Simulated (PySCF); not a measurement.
Solvent effects on NMR parameters

Atom-mapped SMILES (the numbers label the heavy atoms): `[CH3:1][CH2:2][CH2:3][O:4][C@H:5]([CH3:6])[CH2:7][CH3:8]`; H(Xn) means a hydrogen on atom n. Ha(C2), Ha(C3), Ha(C7) are pro-R; Hb(C2), Hb(C3), Hb(C7) are pro-S.

GIAO PBE0/pcSseg-1 in PySCF on one PBE0-D3(BJ)/def2-SVP conformer, non-relativistic, equivalent nuclei averaged. Solvents enter as an IEF-PCM continuum (benzene with ε = 2.3, dichloromethane with ε = 8.9) around the gas-phase geometry. Shifts are referred to TMS computed in the same medium.

In benzene, δ in ppm: C5 77.9, C3 73.2, C7 33.8, C2 26.6, C6 19.7, C8 12.8, C1 11.4, Hb(C3) 3.47, H(C5) 2.88, Ha(C3) 2.84, Hb(C2) 1.61, Ha(C2) 1.47, Ha(C7) 1.22, Hb(C7) 1.16. Dipole moment 1.23 D.

**Question.** How does each δ change in the more polar medium?

**Answer.** 
| atoms | environment | Δδ, dichloromethane |
| --- | --- | --- |
| C5 | sp3 CH bonded to O | +0.3 |
| C3 | sp3 CH2 bonded to O | +0.1 |
| C7 | sp3 CH2 | +0.2 |
| C2 | sp3 CH2 | +0.4 |
| C6 | methyl carbon | +0.3 |
| C8 | methyl carbon | +0.2 |
| C1 | methyl carbon | +0.1 |
| Hb(C3) | hydrogen on an sp3 CH2 bonded to O | +0.06 |
| H(C5) | hydrogen on an sp3 CH bonded to O | +0.07 |
| Ha(C3) | hydrogen on an sp3 CH2 bonded to O | +0.05 |
| Hb(C2) | hydrogen on an sp3 CH2 | -0.05 |
| Ha(C2) | hydrogen on an sp3 CH2 | -0.05 |
| Ha(C7) | hydrogen on an sp3 CH2 | -0.07 |
| Hb(C7) | hydrogen on an sp3 CH2 | +0.07 |

Changes are relative to benzene. The dipole moment becomes 1.49 D in dichloromethane.

**Question.** Which nuclei move most (in ppm), and what does the model miss?

**Answer.** C2 (sp3 CH2, +0.4 ppm) in dichloromethane. A continuum only polarises the solute; specific hydrogen bonds, the anisotropy of aromatic solvents and changes of geometry or conformer are outside it.
